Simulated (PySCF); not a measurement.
C3H6Cl, doublet, at a GFN2-xTB geometry; BLYP/STO-3G in PySCF.

The PySCF input:
```python
from pyscf import gto, scf, dft

mol = gto.M(
    atom='''
C     0.835192   -0.011737   -0.937763
C     2.084743   -0.177637   -0.169537
C    -0.254507    0.777394   -0.466430
H     0.677043   -0.663505   -1.782533
H     2.085227   -1.137528    0.358041
Cl   -1.350148   -0.283367    0.715905
H     2.948546   -0.189084   -0.835151
H     2.203159    0.612184    0.568440
H     0.023736    1.600461    0.184586
H    -0.977760    1.066592   -1.221389
''',
    basis='sto-3g',
    charge=0,
    spin=1,
    verbose=4,
)

mf = dft.UKS(mol)
mf.xc = 'blyp'
mf.kernel()
```

Output, abridged:

```
PySCF version 2.14.0

[INPUT] verbose = 4
[INPUT] num. atoms = 10
[INPUT] num. electrons = 41
[INPUT] charge = 0
[INPUT] spin (= nelec alpha-beta = 2S) = 1
[INPUT] symmetry False subgroup None
[INPUT] Mole.unit = angstrom
[INPUT] Symbol           X                Y                Z      unit          X                Y                Z       unit  Magmom
[INPUT]  1 C      0.835192000000  -0.011737000000  -0.937763000000 AA    1.578284141428  -0.022179715524  -1.772115239751 Bohr   0.0
[INPUT]  2 C      2.084743000000  -0.177637000000  -0.169537000000 AA    3.939593310104  -0.335685279589  -0.320378497980 Bohr   0.0
[INPUT]  3 C     -0.254507000000   0.777394000000  -0.466430000000 AA   -0.480948526785   1.469061750880  -0.881424956281 Bohr   0.0
[INPUT]  4 H      0.677043000000  -0.663505000000  -1.782533000000 AA    1.279425844554  -1.253842732280  -3.368499177999 Bohr   0.0
[INPUT]  5 H      2.085227000000  -1.137528000000   0.358041000000 AA    3.940507937548  -2.149616379024   0.676599431365 Bohr   0.0
[INPUT]  6 Cl    -1.350148000000  -0.283367000000   0.715905000000 AA   -2.551409947629  -0.535486022740   1.352864381207 Bohr   0.0
[INPUT]  7 H      2.948546000000  -0.189084000000  -0.835151000000 AA    5.571944405682  -0.357316974537  -1.578206662657 Bohr   0.0
[INPUT]  8 H      2.203159000000   0.612184000000   0.568440000000 AA    4.163367118871   1.156860097841   1.074195918248 Bohr   0.0
[INPUT]  9 H      0.023736000000   1.600461000000   0.184586000000 AA    0.044854539293   3.024432963048   0.348816986429 Bohr   0.0
[INPUT] 10 H     -0.977760000000   1.066592000000  -1.221389000000 AA   -1.847698615555   2.015566766652  -2.308090701556 Bohr   0.0

nuclear repulsion = 150.00099882327
number of shells = 20
number of NR pGTOs = 90
number of NR cGTOs = 30
basis = sto-3g
ecp = {}

******** <class 'pyscf.dft.uks.UKS'> ********
method = UKS
initial guess = minao
damping factor = 0
level_shift factor = 0
DIIS = <class 'pyscf.scf.diis.CDIIS'>
diis_start_cycle = 1
diis_space = 8
diis_damp = 0
SCF conv_tol = 1e-09
SCF conv_tol_grad = None
SCF max_cycles = 50
direct_scf = True
direct_scf_tol = 1e-13
number electrons alpha = 21  beta = 20
XC library pyscf.dft.libxc version 7.1.2
    S. Lehtola, C. Steigemann, M. J. T. Oliveira, and M. A. L. Marques,  SoftwareX 7, 1–5 (2018)
XC functionals = blyp
    A. D. Becke,  Phys. Rev. A 38, 3098 (1988)
    C. Lee, W. Yang, and R. G. Parr,  Phys. Rev. B 37, 785 (1988)
    B. Miehlich, A. Savin, H. Stoll, and H. Preuss,  Chem. Phys. Lett. 157, 200 (1989)
radial grids:
    Treutler-Ahlrichs [JCP 102, 346 (1995); DOI:10.1063/1.469408] (M4) radial grids

becke partition: Becke, JCP 88, 2547 (1988); DOI:10.1063/1.454033
pruning grids: <function nwchem_prune>
grids dens level: 3
symmetrized grids: False
atomic radii adjust function: <function treutler_atomic_radii_adjust>
small_rho_cutoff = 0
Set gradient conv threshold to 3.16228e-05
tot grids = 120088
init E= -571.338268876188

cycle= 1 E= -571.461450591288  delta_E= -0.123  |g|= 0.155  |ddm|= 2.71
cycle= 2 E= -571.402356801525  delta_E= 0.0591  |g|=  0.3  |ddm|=  1.1
cycle= 3 E= -571.495068227637  delta_E= -0.0927  |g|= 0.0432  |ddm|= 0.699
cycle= 4 E= -571.496297535792  delta_E= -0.00123  |g|= 0.0148  |ddm|= 0.0866
cycle= 5 E= -571.496470060411  delta_E= -0.000173  |g|= 0.0051  |ddm|= 0.0361
cycle= 6 E= -571.496493606972  delta_E= -2.35e-05  |g|= 0.00175  |ddm|= 0.0138
cycle= 7 E= -571.496495601005  delta_E= -1.99e-06  |g|= 0.00076  |ddm|= 0.00364
cycle= 8 E= -571.496496012139  delta_E= -4.11e-07  |g|= 7.99e-05  |ddm|= 0.00124
cycle= 9 E= -571.496496019771  delta_E= -7.63e-09  |g|= 1.78e-05  |ddm|= 0.000232
cycle= 10 E= -571.496496020176  delta_E= -4.05e-10  |g|= 3.69e-06  |ddm|= 5.31e-05
Extra cycle  E= -571.496496020184  delta_E= -7.5e-12  |g|= 3.38e-06  |ddm|= 1.13e-05
converged SCF energy = -571.496496020184  <S^2> = 0.75395142  2S+1 = 2.0039475
```
